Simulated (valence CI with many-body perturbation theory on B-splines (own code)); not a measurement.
**Rh12+: key properties**

Calculated by configuration interaction combined with many-body perturbation theory (CI+MBPT): five valence electrons over a frozen Dirac-Fock core [Ar] 3d10, radial functions for each j: 11 s, 11 p, 10 d, 8 f, 5 g, 2 h, with the one-electron correlation potential Σ1 (screened to all orders), the two-electron term Σ2, the three-electron term Σ3, Breit, model QED; selected single and double excitations, second order for the rest, scaled by the run's own slope (own B-spline code, finite nucleus).

No measured spectrum was set against this ion. As an estimate, levels hold to about 250 cm⁻¹ or 0.2 % of their energy and the worst to 1 %, as in measured heavy ions of charge 2 to 7; those with d or f electrons hold less well. Among the levels kept, up to 2500 cm⁻¹ of a level comes from second order outside the variational space, and about a tenth of that is noise between levels of different J, which matters for small intervals.

Names give the largest LS component (configuration and term), which can be under half, so a name can repeat, a term be missing and a line seem to break the LS rules; names also repeat where a configuration has a term twice.

Rates and lifetimes use the calculated energies. Strong lines usually hold to 10 to 20 %, long lifetimes can be off by a factor of two.

Question: What is the ground level?

Answer: 4s²4p³ ⁴S°_3/2, composition 70 % 4s²4p³ ⁴S° + 20 % 4s²4p³ ²P° + 8 % 4s²4p³ ²D°, g = 1.764.

Question: Among levels below 127.81 eV, which E1 lines absorb most strongly from the ground level?

Answer: to 4s²4p²4d ⁴P_5/2 at 19.07 nm, f = 1.12; to 4s²4p²4d ⁴P_3/2 at 18.90 nm, f = 0.672; to 4s²4p²4d ²P_1/2 at 18.91 nm, f = 0.264.

Question: What is the ionisation energy?

Answer: 278.37 eV; NIST lists 277 ± 3 eV (theoretical).

Question: How well does LS coupling describe the low levels?

Answer: Among the lowest 20 levels the leading LS term, summed over configurations, holds 78 % on average. For single configurations the figures are 72 % in LS and 69 % in jj coupling. Terms mix most in the J = 7/2 level at 58.83 eV, where the leading one holds 51 %.

Question: Name the longest-lived excited levels whose lifetime is computed, and their main decay.

Answer: 4s²4p³ ²D°_5/2 at 6.10 eV lives 7.86 ms, mostly by M1 to 4s²4p³ ⁴S°_3/2; 4s²4p³ ²D°_3/2 at 4.45 eV lives 1.42 ms, mostly by M1 to 4s²4p³ ⁴S°_3/2; 4s²4p³ ²P°_1/2 at 8.98 eV lives 658 μs, mostly by M1 to 4s²4p³ ⁴S°_3/2. The lifetime of 4s²4p²4d ⁴F_9/2 is too uncertain to give, and may be longer.

Question: Where does the other parity begin?

Answer: At 4s4p⁴ ⁴P_5/2, 35.22 eV.
